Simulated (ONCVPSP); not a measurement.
**What one change does to a pseudopotential (tin, ONCV)**

| Quantity | Value |
| --- | --- |
| Element | Sn (Z = 50) |
| Generator | ONCVPSP 4.0.1 |
| Type | optimised norm-conserving Vanderbilt (ONCV) |
| Functional | PBEsol |
| Relativity | scalar-relativistic |
| Frozen core | [Kr] 4d10 |
| Valence charge | 4 |
| Reference configuration | 5s2 5p0.5 (charge +1.5) |
| Partial waves | 5s: rc 1.70 bohr, ncon 4, nbas 8, qcut 3.5 1/bohr, 3 projectors, debl 0.9 Ha; 5p: rc 2.45 bohr, ncon 5, nbas 10, qcut 3.3 1/bohr, 2 projectors, debl 1.1 Ha; d scattering state at 0.02 Ha: rc 2.30 bohr, ncon 4, nbas 9, qcut 3.9 1/bohr, 3 projectors, debl 3.3 Ha |
| Local potential | polynomial inside 1.10 bohr (lpopt 5, dvloc0 0 Ha) |
| Core correction | none |

Change: all radii scaled by about 1.30 (s 2.20, p 3.18, d 2.98 bohr); local potential polynomial inside 1.42 bohr (lpopt 5, dvloc0 0 Ha). In the d channel the program set the typed energies aside and used 0.050, 3.350, 6.650 Ha.

Cutoffs: the cutoffs (Ha) at which the residual kinetic energy of the hardest occupied pseudo-wave falls to 1 and 0.1 mHa per electron; they do not see the model core or the augmentation charge, which bear on the density cutoff. Errors are all-electron minus pseudo energies relative to the spin-unpolarised reference configuration.

Predict the effect on cutoff, ghosts and configuration errors.

The potential gets softer (11 Ha and 56 Ha → 5.9 Ha and 25 Ha); the bound ghosts move from d, p, s to s; the lowest positive-energy flag moves from d at 187.1 eV to p at 37.9 eV; of the 4 tests that both files solve, the error grows in 3 and shrinks in 1 by more than 15 % and 0.3 meV (median size 1.9 → 2.9 meV). A larger radius leaves more room for a smooth pseudo-wave, so fewer plane waves are needed.

```tsv
quantity	base	changed
cutoff, loose	11 Ha	5.9 Ha
cutoff, tight	56 Ha	25 Ha
loose cutoff by channel	s 11 Ha, p 5.4 Ha	s 5.9 Ha, p 3.3 Ha
bound ghosts	s, p, d	s
GHOST(+) flags under 300 eV	d at 187.1 eV, s at 254.7 eV	p at 37.9 eV, d at 219.5 eV
error for 5s2 5p2, meV [ΔE -12.95 eV]	+2.1	-4.5
error for 5s2 5p1, meV [ΔE -6.05 eV]	+1.8	+0.4
error for 5s2 5p0, meV [ΔE 7.92 eV]	+1.0	-1.3
error for 5s0 5p4, meV [ΔE 1.30 eV]	+61	+75
```

Base: The cutoffs count occupied waves only; projector 3 of the d channel, the hardest unoccupied one, needs 90 Ha at the loose tolerance. Changed file: The cutoffs count occupied waves only; projector 3 of the d channel, the hardest unoccupied one, needs 18 Ha at the loose tolerance. A true bound ghost makes a file unfit for plane-wave use even where its test errors are small: the radial tests pick states by their node count and pass the ghost by.
